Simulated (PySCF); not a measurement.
PySCF job for C4H5Cl2F, SMILES C=C(CC(Cl)Cl)F, TDA-B3LYP/def2-SVPD. The structure is a stationary point at r2SCAN-D4/def2-SVP. This is a generated structure with no PubChem entry under its InChIKey; it may be hypothetical. The values are those of a single conformer.

```python
import numpy as np
from pyscf import gto, scf, dft, tdscf

mol = gto.M(
    atom='''
    C    -2.39493013    0.12361029   -0.80364572
    C    -1.49965111   -0.57164744   -0.10182342
    F    -1.72323919   -0.85125677    1.19401785
    C    -0.19721494   -1.12111298   -0.59194020
    C     1.03462007   -0.26652077   -0.30249858
    Cl    1.26717721   -0.00620863    1.45246315
    Cl    0.95037241    1.29867225   -1.17548485
    H    -2.20385498    0.35537992   -1.85174192
    H    -3.31195297    0.48175785   -0.33149189
    H    -0.03098952   -2.10730658   -0.12579015
    H    -0.24302287   -1.26157827   -1.68295643
    H     1.94368647   -0.76479831   -0.66336350
    ''',
    basis='def2-SVPD',
    charge=0,
    spin=0,
    max_memory=1600,
    verbose=4,
)
mf = dft.RKS(mol, xc='b3lyp').density_fit(auxbasis='def2-universal-jkfit')
mf.grids.level = 3
mf.conv_tol = 1e-9
mf.max_cycle = 100
mf.kernel()
mf.grids = dft.Grids(mol).set(level=1).build(with_non0tab=True)  # coarser grid for the response kernel
td = tdscf.TDA(mf)
td.singlet = True
td.nstates = 10
td.conv_tol = 1e-4
td.positive_eig_threshold = 1e-6
td.kernel(x0=td.get_init_guess(mf, 15))
td.analyze()
tt = tdscf.TDA(mf)
tt.singlet = False
tt.nstates = 4
tt.conv_tol = 1e-4
tt.positive_eig_threshold = 1e-6
tt.kernel(x0=tt.get_init_guess(mf, 9))
tt.analyze(verbose=3)
```

Output:

```
PySCF version 2.14.0

[INPUT] verbose = 4
[INPUT] num. atoms = 12
[INPUT] num. electrons = 72
[INPUT] charge = 0
[INPUT] spin (= nelec alpha-beta = 2S) = 0
[INPUT] symmetry False subgroup None
[INPUT] Mole.unit = angstrom
[INPUT] Symbol           X                Y                Z      unit          X                Y                Z       unit  Magmom
[INPUT]  1 C     -2.394930130000   0.123610290000  -0.803645720000 AA   -4.525762033169   0.233589594278  -1.518670311979 Bohr   0.0
[INPUT]  2 C     -1.499651110000  -0.571647440000  -0.101823420000 AA   -2.833929880300  -1.080257101409  -0.192418376867 Bohr   0.0
[INPUT]  3 F     -1.723239190000  -0.851256770000   1.194017850000 AA   -3.256450116217  -1.608642156982   2.256366724342 Bohr   0.0
[INPUT]  4 C     -0.197214940000  -1.121112980000  -0.591940200000 AA   -0.372682224273  -2.118596486895  -1.118604860120 Bohr   0.0
[INPUT]  5 C      1.034620070000  -0.266520770000  -0.302498580000 AA    1.955148575278  -0.503651261808  -0.571639469270 Bohr   0.0
[INPUT]  6 Cl     1.267177210000  -0.006208630000   1.452463150000 AA    2.394617878190  -0.011732610309   2.744757559523 Bohr   0.0
[INPUT]  7 Cl     0.950372410000   1.298672250000  -1.175484850000 AA    1.795943571243   2.454134878073  -2.221344430075 Bohr   0.0
[INPUT]  8 H     -2.203854980000   0.355379920000  -1.851741920000 AA   -4.164682330459   0.671570718970  -3.499285082176 Bohr   0.0
[INPUT]  9 H     -3.311952970000   0.481757850000  -0.331491890000 AA   -6.258684050740   0.910390394859  -0.626428884614 Bohr   0.0
[INPUT] 10 H     -0.030989520000  -2.107306580000  -0.125790150000 AA   -0.058561705532  -3.982232296694  -0.237708932668 Bohr   0.0
[INPUT] 11 H     -0.243022870000  -1.261578270000  -1.682956430000 AA   -0.459246666306  -2.384037415003  -3.180326732276 Bohr   0.0
[INPUT] 12 H      1.943686470000  -0.764798310000  -0.663363500000 AA    3.673035100323  -1.445259346430  -1.253575336033 Bohr   0.0

nuclear repulsion = 441.353221366781
number of shells = 83
number of NR pGTOs = 293
number of NR cGTOs = 197
basis = def2-SVPD
ecp = {}


[settings echo left out]
init E= -1175.86626257874
  HOMO = -0.293582180083888  LUMO = -0.0632704476863895  gap/eV = 6.26710
cycle= 1 E= -1175.15053725443  delta_E= 0.716  |g|= 0.583  |ddm|= 4.94
  HOMO = -0.245860560131925  LUMO = -0.0473572013076282  gap/eV = 5.40155
cycle= 2 E= -1175.02815280722  delta_E= 0.122  |g|= 0.951  |ddm|= 2.09
  HOMO = -0.263615576486432  LUMO = -0.0180703763320835  gap/eV = 6.68163
cycle= 3 E= -1175.22463902932  delta_E= -0.196  |g|= 0.114  |ddm|= 1.31
  HOMO = -0.276966896926046  LUMO = -0.0279628526036775  gap/eV = 6.77575
cycle= 4 E= -1175.2277161247  delta_E= -0.00308  |g|= 0.0434  |ddm|= 0.218
  HOMO = -0.275244930286071  LUMO = -0.0263719864650498  gap/eV = 6.77218
cycle= 5 E= -1175.22810871086  delta_E= -0.000393  |g|= 0.0159  |ddm|= 0.0684
  HOMO = -0.274288187369826  LUMO = -0.025642319703286  gap/eV = 6.76600
cycle= 6 E= -1175.22815550582  delta_E= -4.68e-05  |g|= 0.00424  |ddm|= 0.0204
  HOMO = -0.274563707938546  LUMO = -0.0256582845683373  gap/eV = 6.77306
cycle= 7 E= -1175.22815976948  delta_E= -4.26e-06  |g|= 0.000843  |ddm|= 0.00637
  HOMO = -0.274588865673394  LUMO = -0.0256781753408526  gap/eV = 6.77320
cycle= 8 E= -1175.22815992145  delta_E= -1.52e-07  |g|= 0.000319  |ddm|= 0.00153
  HOMO = -0.27457456646139  LUMO = -0.0256835189989197  gap/eV = 6.77267
cycle= 9 E= -1175.22815994457  delta_E= -2.31e-08  |g|= 8.32e-05  |ddm|= 0.000556
  HOMO = -0.274573792418083  LUMO = -0.0256789564477287  gap/eV = 6.77277
cycle= 10 E= -1175.22815994621  delta_E= -1.63e-09  |g|= 1.91e-05  |ddm|= 0.00015
  HOMO = -0.274575689013916  LUMO = -0.0256794454747094  gap/eV = 6.77281
cycle= 11 E= -1175.22815994629  delta_E= -8.48e-11  |g|= 4.77e-06  |ddm|= 4.33e-05
  HOMO = -0.274574674740256  LUMO = -0.0256792657911062  gap/eV = 6.77279
Extra cycle  E= -1175.22815994629  delta_E= 1.82e-12  |g|= 5.61e-06  |ddm|= 1.8e-05
converged SCF energy = -1175.22815994629
tot grids = 51016
Overwritten attributes  positive_eig_threshold  of <class 'pyscf.tdscf.rks.TDA'>


******** <class 'pyscf.tdscf.rks.TDA'> for <class 'pyscf.df.df_jk.DFRKS'> ********
nstates = 10 singlet
deg_eia_thresh = 1.000e-03
wfnsym = None
conv_tol = 0.0001
eigh lindep = 1e-12
eigh level_shift = 0
eigh max_cycle = 100


Excitation energies (eV)
[6.02823684 6.65383144 6.71019148 6.79154951 6.85350942 7.15915503
 7.18809339 7.24569277 7.39123772 7.46933077]

** Singlet excitation energies and oscillator strengths **
Excited State   1:      6.02824 eV    205.67 nm  f=0.0092
      36 -> 37       -0.58665
      36 -> 38       -0.38842
Excited State   2:      6.65383 eV    186.34 nm  f=0.0710
      36 -> 37        0.26583
      36 -> 38       -0.42625
      36 -> 40       -0.44579
Excited State   3:      6.71019 eV    184.77 nm  f=0.0060
      34 -> 37        0.42923
      34 -> 38        0.20667
      35 -> 37       -0.43293
      35 -> 38       -0.19229
      36 -> 38        0.11707
      36 -> 39       -0.10554
      36 -> 40        0.10718
Excited State   4:      6.79155 eV    182.56 nm  f=0.0060
      34 -> 37       -0.41112
      34 -> 38       -0.14713
      35 -> 37       -0.31916
      35 -> 38       -0.10287
      36 -> 39       -0.42223
Excited State   5:      6.85351 eV    180.91 nm  f=0.0224
      34 -> 37        0.21095
      35 -> 37        0.35710
      36 -> 39       -0.54179
Excited State   6:      7.15916 eV    173.18 nm  f=0.0131
      33 -> 37        0.33208
      33 -> 38        0.17385
      34 -> 37        0.15524
      34 -> 38       -0.34333
      35 -> 37       -0.16719
      35 -> 38        0.37904
      36 -> 40       -0.10810
Excited State   7:      7.18809 eV    172.49 nm  f=0.0067
      33 -> 37        0.50405
      33 -> 38        0.24041
      34 -> 37       -0.14752
      34 -> 38        0.18842
      34 -> 39       -0.11116
      35 -> 37        0.10672
      35 -> 38       -0.27979
Excited State   8:      7.24569 eV    171.11 nm  f=0.0141
      34 -> 37       -0.18531
      34 -> 38        0.49431
      35 -> 37       -0.14017
      35 -> 38        0.43353
Excited State   9:      7.39124 eV    167.74 nm  f=0.0541
      32 -> 37       -0.20773
      33 -> 38       -0.12590
      35 -> 38        0.10645
      36 -> 37        0.13611
      36 -> 38       -0.21048
      36 -> 40        0.23038
      36 -> 41        0.51725
Excited State  10:      7.46933 eV    165.99 nm  f=0.0128
      32 -> 37       -0.51343
      32 -> 38       -0.21559
      34 -> 39        0.15189
      35 -> 39        0.30886
      36 -> 41       -0.21838

** Transition electric dipole moments (AU) **
state          X           Y           Z        Dip. S.      Osc.
  1         0.2430      0.0053      0.0565      0.0623      0.0092
  2        -0.6241      0.1151     -0.1806      0.4354      0.0710
  3         0.1812     -0.0588     -0.0170      0.0366      0.0060
  4         0.0505      0.0843     -0.1634      0.0363      0.0060
  5         0.1856     -0.0969      0.2993      0.1334      0.0224
  6         0.2009     -0.1718      0.0714      0.0750      0.0131
  7        -0.0104      0.1672     -0.0997      0.0380      0.0067
  8        -0.0356     -0.1259      0.2500      0.0796      0.0141
  9        -0.3551      0.3985     -0.1177      0.2987      0.0541
 10        -0.0039     -0.2569     -0.0623      0.0699      0.0128

** Transition velocity dipole moments (imaginary part, AU) **
state          X           Y           Z        Dip. S.      Osc.
  1         0.0392      0.0043     -0.0023      0.0016      0.0047
  2        -0.0678     -0.0147     -0.0072      0.0049      0.0133
  3         0.0989     -0.0171     -0.0300      0.0110      0.0297
  4        -0.0069      0.0288     -0.0484      0.0032      0.0086
  5         0.0369     -0.0141      0.0481      0.0039      0.0103
  6         0.0089     -0.0247      0.0062      0.0007      0.0018
  7         0.0226      0.0304     -0.0116      0.0016      0.0040
  8         0.0028     -0.0362      0.0514      0.0040      0.0099
  9        -0.0512      0.0136      0.0068      0.0029      0.0070
 10        -0.0206     -0.1086     -0.0549      0.0152      0.0370

** Transition magnetic dipole moments (imaginary part, AU) **
state          X           Y           Z
  1         0.0032      0.1063     -0.0745
  2         0.2557     -0.0421     -0.0912
  3        -0.1621      0.0638      0.0991
  4        -0.5941      0.0073      0.0439
  5         0.4405      0.1461      0.0218
  6         0.0315      0.1007     -0.6700
  7        -0.0994     -0.4991      0.2103
  8        -0.1328      0.0619      0.2122
  9        -0.3181      0.1089      0.7087
 10         0.2327     -0.1023      0.0950


******** <class 'pyscf.tdscf.rks.TDA'> for <class 'pyscf.df.df_jk.DFRKS'> ********
nstates = 4 triplet
deg_eia_thresh = 1.000e-03
wfnsym = None
conv_tol = 0.0001
eigh lindep = 1e-12
eigh level_shift = 0
eigh max_cycle = 100


Excitation energies (eV)
[4.28106719 5.92774531 6.09047883 6.14863494]

** Triplet excitation energies and oscillator strengths **
Excited State   1:      4.28107 eV    289.61 nm  f=0.0000
Excited State   2:      5.92775 eV    209.16 nm  f=0.0000
Excited State   3:      6.09048 eV    203.57 nm  f=0.0000
Excited State   4:      6.14863 eV    201.65 nm  f=0.0000
```

The calculation finished and met its thresholds.
